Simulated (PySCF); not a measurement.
PySCF input file for C2H3N, SMILES [C-]#[N+]C, ADC(2)/aug-cc-pVDZ. Coordinates come from a PBE0-D3(BJ)/def2-TZVP optimisation.

```python
import numpy as np
from pyscf import gto, scf, dft, adc

mol = gto.M(
    atom='''
    C    -0.00000000   -0.00000000   -1.09976102
    N     0.00000000    0.00000000    0.30965673
    C    -0.00000000   -0.00000000    1.47376722
    H    -0.88839027    0.51291236   -1.47054477
    H     0.88839027    0.51291236   -1.47054476
    H     0.00000000   -1.02582472   -1.47054476
    ''',
    basis='aug-cc-pVDZ',
    charge=0,
    spin=0,
    max_memory=1600,
    verbose=4,
)
mf = scf.RHF(mol)
mf.conv_tol = 1e-10
mf.max_cycle = 100
mf.kernel()
res = {}
for kind, nroots in (('ee', 6), ('ip', 6), ('ea', 2)):
    a = adc.ADC(mf).density_fit('aug-cc-pvdz-ri')
    a.method, a.method_type = 'adc(2)', kind
    e, v, p, x = a.kernel(nroots=nroots)
    res[kind] = (e * 27.211386245988, p)
a = adc.ADC(mf).density_fit('aug-cc-pvdz-ri')
a.method, a.method_type, a.ncvs = 'adc(2)-x', 'ip', 3
e, v, p, x = a.kernel(nroots=3)
res['core ip, CVS-ADC(2)-x'] = (e * 27.211386245988, p)
for kind, (e, p) in res.items():
    print(kind, 'energies / eV', np.round(e, 3), 'strengths', np.round(p, 4))
```

Program output:

```
PySCF version 2.14.0

[INPUT] verbose = 4
[INPUT] num. atoms = 6
[INPUT] num. electrons = 22
[INPUT] charge = 0
[INPUT] spin (= nelec alpha-beta = 2S) = 0
[INPUT] symmetry False subgroup None
[INPUT] Mole.unit = angstrom
[INPUT] Symbol           X                Y                Z      unit          X                Y                Z       unit  Magmom
[INPUT]  1 C      0.000000000000   0.000000000000  -1.099761020000 AA    0.000000000000   0.000000000000  -2.078247130272 Bohr   0.0
[INPUT]  2 N      0.000000000000   0.000000000000   0.309656730000 AA    0.000000000000   0.000000000000   0.585166412328 Bohr   0.0
[INPUT]  3 C      0.000000000000   0.000000000000   1.473767220000 AA    0.000000000000   0.000000000000   2.785016417162 Bohr   0.0
[INPUT]  4 H     -0.888390270000   0.512912360000  -1.470544770000 AA   -1.678814302028   0.969263886304  -2.778926869212 Bohr   0.0
[INPUT]  5 H      0.888390270000   0.512912360000  -1.470544760000 AA    1.678814302028   0.969263886304  -2.778926850314 Bohr   0.0
[INPUT]  6 H      0.000000000000  -1.025824720000  -1.470544760000 AA    0.000000000000  -1.938527772609  -2.778926850314 Bohr   0.0

nuclear repulsion = 60.3535174643555
number of shells = 39
number of NR pGTOs = 138
number of NR cGTOs = 96
basis = aug-cc-pVDZ
ecp = {}


[settings echo left out]
init E= -132.288231994496
  HOMO = -0.337375160269756  LUMO = 0.03089185885276  gap/eV = 10.02106
cycle= 1 E= -131.876131764028  delta_E= 0.412  |g|= 0.304  |ddm|= 2.87
  HOMO = -0.465732350534273  LUMO = 0.0245880024229086  gap/eV = 13.34230
cycle= 2 E= -131.905987451579  delta_E= -0.0299  |g|= 0.14  |ddm|= 0.503
  HOMO = -0.469231934430141  LUMO = 0.0287725899183613  gap/eV = 13.55139
cycle= 3 E= -131.910325219826  delta_E= -0.00434  |g|= 0.0594  |ddm|= 0.162
  HOMO = -0.468060531618015  LUMO = 0.0284756712011842  gap/eV = 13.51144
cycle= 4 E= -131.911361788341  delta_E= -0.00104  |g|= 0.0165  |ddm|= 0.0718
  HOMO = -0.471130847523289  LUMO = 0.0285145840064414  gap/eV = 13.59604
cycle= 5 E= -131.91143613839  delta_E= -7.44e-05  |g|= 0.00297  |ddm|= 0.0221
  HOMO = -0.471632417385565  LUMO = 0.0284618579327458  gap/eV = 13.60826
cycle= 6 E= -131.91144084584  delta_E= -4.71e-06  |g|= 0.000925  |ddm|= 0.00819
  HOMO = -0.471349857927421  LUMO = 0.0284384322839726  gap/eV = 13.59993
cycle= 7 E= -131.911441205079  delta_E= -3.59e-07  |g|= 0.000248  |ddm|= 0.00157
  HOMO = -0.471430859456951  LUMO = 0.0284435257774178  gap/eV = 13.60227
cycle= 8 E= -131.911441229168  delta_E= -2.41e-08  |g|= 2.2e-05  |ddm|= 0.000517
  HOMO = -0.471425739056229  LUMO = 0.0284429761651519  gap/eV = 13.60212
cycle= 9 E= -131.911441229441  delta_E= -2.73e-10  |g|= 3.1e-06  |ddm|= 0.000108
  HOMO = -0.471426255968075  LUMO = 0.0284431015517304  gap/eV = 13.60214
cycle= 10 E= -131.911441229447  delta_E= -5.46e-12  |g|= 5.48e-07  |ddm|= 1.23e-05
  HOMO = -0.471426063323227  LUMO = 0.0284430827394666  gap/eV = 13.60213
Extra cycle  E= -131.911441229447  delta_E= -2.84e-13  |g|= 1.93e-07  |ddm|= 9.84e-07
converged SCF energy = -131.911441229447

******** <class 'pyscf.adc.radc.RADC'> ********
******** ADC Orbital Information ********
Number of Frozen Occupied Orbitals: 0
Number of Frozen Virtual Orbitals: 0
Number of Active Occupied Orbitals: 11
Number of Active Virtual Orbitals: 85
*****************************************
******** <class 'pyscf.df.df.DF'> ********
auxbasis = aug-cc-pvdz-ri
Reference correlation energy (doubles): -0.43591413
MP2 correlation energy of reference state (a.u.) = -0.43591413

******** <class 'pyscf.adc.radc_ee.RADCEE'> ********
max_space = 12
max_cycle = 50
conv_tol = 1e-08

*************************************************************
        ADC calculation summary (singlet states only)
*************************************************************
adc(2) root 0  |  Energy (Eh) =   0.3069816369  |  Energy (eV) =   8.35339582  |  Osc. strength = 0.02541882  |  conv = True
adc(2) root 1  |  Energy (Eh) =   0.3081563921  |  Energy (eV) =   8.38536254  |  Osc. strength = 0.09849586  |  conv = True
adc(2) root 2  |  Energy (Eh) =   0.3081563921  |  Energy (eV) =   8.38536254  |  Osc. strength = 0.09849584  |  conv = False
adc(2) root 3  |  Energy (Eh) =   0.3185410174  |  Energy (eV) =   8.66794259  |  Osc. strength = 0.00000000  |  conv = True
adc(2) root 4  |  Energy (Eh) =   0.3267896264  |  Energy (eV) =   8.89239867  |  Osc. strength = 0.00607886  |  conv = True
adc(2) root 5  |  Energy (Eh) =   0.3267903802  |  Energy (eV) =   8.89241918  |  Osc. strength = 0.00607724  |  conv = False

WARN: Davidson iterations for 2 root(s) did not converge!!!


******** <class 'pyscf.adc.radc.RADC'> ********
******** ADC Orbital Information ********
Number of Frozen Occupied Orbitals: 0
Number of Frozen Virtual Orbitals: 0
Number of Active Occupied Orbitals: 11
Number of Active Virtual Orbitals: 85
*****************************************
******** <class 'pyscf.df.df.DF'> ********
auxbasis = aug-cc-pvdz-ri
Reference correlation energy (doubles): -0.43591413
MP2 correlation energy of reference state (a.u.) = -0.43591413

******** <class 'pyscf.adc.radc_ip.RADCIP'> ********
max_space = 12
max_cycle = 50
conv_tol = 1e-08

*************************************************************
        ADC calculation summary (doublet states only)
*************************************************************
adc(2) root 0  |  Energy (Eh) =   0.4076147999  |  Energy (eV) =  11.09176367  |  Spec. factor = 1.77013966  |  conv = True
adc(2) root 1  |  Energy (Eh) =   0.4444388925  |  Energy (eV) =  12.09379826  |  Spec. factor = 1.78771739  |  conv = True
adc(2) root 2  |  Energy (Eh) =   0.4444388925  |  Energy (eV) =  12.09379827  |  Spec. factor = 1.78771739  |  conv = True
adc(2) root 3  |  Energy (Eh) =   0.5894533301  |  Energy (eV) =  16.03984210  |  Spec. factor = 1.78957297  |  conv = True
adc(2) root 4  |  Energy (Eh) =   0.5894533310  |  Energy (eV) =  16.03984213  |  Spec. factor = 1.78957297  |  conv = True
adc(2) root 5  |  Energy (Eh) =   0.6530723796  |  Energy (eV) =  17.77100462  |  Spec. factor = 1.72989658  |  conv = True

******** <class 'pyscf.adc.radc.RADC'> ********
******** ADC Orbital Information ********
Number of Frozen Occupied Orbitals: 0
Number of Frozen Virtual Orbitals: 0
Number of Active Occupied Orbitals: 11
Number of Active Virtual Orbitals: 85
*****************************************
******** <class 'pyscf.df.df.DF'> ********
auxbasis = aug-cc-pvdz-ri
Reference correlation energy (doubles): -0.43591413
MP2 correlation energy of reference state (a.u.) = -0.43591413

******** <class 'pyscf.adc.radc_ea.RADCEA'> ********
max_space = 12
max_cycle = 50
conv_tol = 1e-08

*************************************************************
        ADC calculation summary (doublet states only)
*************************************************************
adc(2) root 0  |  Energy (Eh) =   0.0200871315  |  Energy (eV) =   0.54659869  |  Spec. factor = 1.98071762  |  conv = True
adc(2) root 1  |  Energy (Eh) =   0.0467918153  |  Energy (eV) =   1.27327015  |  Spec. factor = 1.98337945  |  conv = True

******** <class 'pyscf.adc.radc.RADC'> ********
******** ADC Orbital Information ********
Number of Frozen Occupied Orbitals: 0
Number of Frozen Virtual Orbitals: 0
Number of Active Occupied Orbitals: 11
Number of Active Virtual Orbitals: 85
*****************************************
******** <class 'pyscf.df.df.DF'> ********
auxbasis = aug-cc-pvdz-ri
Reference correlation energy (doubles): -0.43591413
MP2 correlation energy of reference state (a.u.) = -0.43591413

******** <class 'pyscf.adc.radc_ip_cvs.RADCIPCVS'> ********
max_space = 12
max_cycle = 50
conv_tol = 1e-08

*************************************************************
        ADC calculation summary (doublet states only)
*************************************************************
adc(2)-x root 0  |  Energy (Eh) =  10.8082593060  |  Energy (eV) = 294.10771618  |  Spec. factor = 1.46624523  |  conv = True
adc(2)-x root 1  |  Energy (Eh) =  10.8155747068  |  Energy (eV) = 294.30677838  |  Spec. factor = 1.54079916  |  conv = True
adc(2)-x root 2  |  Energy (Eh) =  11.3057432505  |  Energy (eV) = 307.64494383  |  Spec. factor = 0.01061343  |  conv = True
ee energies / eV [8.353 8.385 8.385 8.668 8.892 8.892] strengths [0.0254 0.0985 0.0985 0.     0.0061 0.0061]
ip energies / eV [11.092 12.094 12.094 16.04  16.04  17.771] strengths [1.7701 1.7877 1.7877 1.7896 1.7896 1.7299]
ea energies / eV [0.547 1.273] strengths [1.9807 1.9834]
core ip, CVS-ADC(2)-x energies / eV [294.108 294.307 307.645] strengths [1.4662 1.5408 0.0106]
```

The run did not converge; its last values are not results.
